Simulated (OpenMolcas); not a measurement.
Co7+: the spin-orbit constant, Racah parameters, worked from levels

| Item | Value |
| --- | --- |
| Program | OpenMolcas |
| Basis | ANO-R3 [8s5p5d3f2g1h] |
| Scalar Hamiltonian | X2C, finite nucleus |
| Active space | 2 electrons in 5 orbitals (3d) |
| State averaging | 2S+1 = 3 even, 10 roots; 2S+1 = 1 even, 15 roots |
| Spin-orbit coupling | state interaction with AMFI integrals over the reference wave functions, term energies averaged over their components |

Methods: CASSCF; SS-CASPT2, IPEA 0.25 Eh, imaginary shift 0.1 Eh (closed shells correlated: 3s 3p). Measured levels: Sugar and Corliss, J. Phys. Chem. Ref. Data 10, 1097 (1981).

**The spin-orbit constant.** For the Hund term 3F of d2, E(J) = (A/2) J(J+1) + constant and ζ = 2S·A = 2A. From J = 2 to J = 4 the energy changes by 7 A.

| Source | E(4) - E(2) | A | ζ |
| --- | --- | --- | --- |
| CASSCF | 3111.8 | 444.5 | 889 |
| SS-CASPT2 | 3125.2 | 446.5 | 893 |
| measured | 3144.0 | 449.1 | 898 |

All in cm-1. SS-CASPT2 is off by -0.6 % and CASSCF by -1.0 %. Both methods take the spin-orbit matrix elements from the reference wave functions, so the second can move ζ only through the term energies and any multistate remixing. Second-order mixing with other terms is absorbed into this ζ.

**Racah parameters.** Above 3F, d2 has 3P at 15B, 1G at 12B + 2C and 1D at 5B + 2C. The first two fix B and C, and the third tests them; where it misses by thousands of cm-1, two parameters do not describe the configuration (Trees and configuration-interaction terms are left out) and B and C hang on the terms chosen. Term energies are centres of gravity, weighted by 2J + 1.

```json
{"Source": "CASSCF", "3P": "26243", "1G": "34058", "B": "1750", "C": "6532", "C/B": "3.73", "1D from B, C": "21814", "1D found": "21729"}
{"Source": "SS-CASPT2", "3P": "22372", "1G": "31038", "B": "1491", "C": "6570", "C/B": "4.41", "1D from B, C": "20595", "1D found": "17716"}
{"Source": "measured", "3P": "21631", "1G": "30536", "B": "1442", "C": "6616", "C/B": "4.59", "1D from B, C": "20442", "1D found": "17800"}
```

Energies in cm-1. From CASSCF to SS-CASPT2, B changes by -14.8 % and C by +0.6 %. Against the measured terms, SS-CASPT2 has B off by +3.4 % and C by -0.7 %.

CASPT2 breaks the degeneracy within a term, and the mean is taken; among the terms shown or strongly mixed into the levels shown the widest spread is 880 cm-1 (3d2 3F, SS-CASPT2). Without dynamic correlation excited terms often stand tens of per cent too high (terms of higher spin than the ground term too low), and those without a measured partner can miss by more than the paired ones (holds for CASSCF). Measured partners are found by configuration, term and J. A level has none where our copy of the source lacks it or the pairing is in doubt (some pairs that miss far off the trend of their configuration count as doubtful), and it then counts in no deviation. Only configurations of the active space appear.
